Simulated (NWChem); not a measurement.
## Ionisation of InO

SMILES: [In]=[O]
```xyz
2

In     0.0000     0.0000     0.2729
O      0.0000     0.0000    -1.6713
```
Charge 0, spin multiplicity 2.

The numbers come from NWChem runs, not from measurements. The geometry was optimised at UPBE/def2-SVP with def2 effective core potentials on In, a minimum by its harmonic frequencies.

Basis set: def2-TZVPD. The species with one electron less has spin multiplicity 3 and keeps the geometry of the parent. Δ marks differences of total energies (open shells unrestricted). −ε marks an orbital energy of the parent. That orbital need not have the symmetry of the hole or added electron in the Δ rows.

Effective core potentials replace the inner electrons of In; spin-orbit coupling is left out. B3LYP has NWChem's definition, with VWN1-RPA local correlation. The structure started from a generated list of species. The unpaired electrons of the parent sit in orbitals of symmetry a1 (C2v labels of the run); other states weren't searched. The stability of the SCF solutions was not checked.

Problem. For the first vertical ionisation energy, −ε(beta HOMO) of BHandHLYP gives 8.84 eV and −ε(beta HOMO) of PBE gives 5.85 eV. What do −ε(beta HOMO) of B3LYP, −ε(beta HOMO) of M06-2X, ΔBHandHLYP give?

Solution. −ε(beta HOMO) of B3LYP: 7.08 eV; −ε(beta HOMO) of M06-2X: 8.66 eV; ΔBHandHLYP: 8.89 eV.
